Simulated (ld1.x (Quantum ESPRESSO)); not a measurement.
## Building the RRKJ potential for H (Z = 1) (PBE, scalar-relativistic).

ld1.x (Quantum ESPRESSO) 7.5 input, shortened:

```
&input
   title='H', zed=1., rel=1, dft='PBE', iswitch=3,
   config='1s1 2p-2'
 /
 &inputp
   pseudotype=2, tm=.false., rho0=0.001, lloc=0,
   nlcc=.false.
 /
2
2P  2  1  -2.00   0.15  0.75  0.75  0.0
1S  1  0   1.00   0.00  0.95  0.95  0.0
 &test
   configts(1)='1s1'
 /
```

All-electron outer shells of the reference configuration (PBE, scalar-relativistic, ld1.x):

```csv
shell,level (eV),outermost node (bohr),outermost maximum (bohr)
1s,-6.49,–,1.03
```

Does the generator finish with these settings?

Yes, a potential is produced and its reference levels are reproduced.

Estimate the cutoffs (Ry, on a coarse ladder) from which the occupation-weighted sum of valence levels, in a spherical-Bessel basis at the reference potential, stays within 10 and 1 mRy of its value at 400 Ry.

30 Ry and 50 Ry.

Does the potential have ghost states?

No extra level below or beside the all-electron valence levels (p, s, d, f tested).
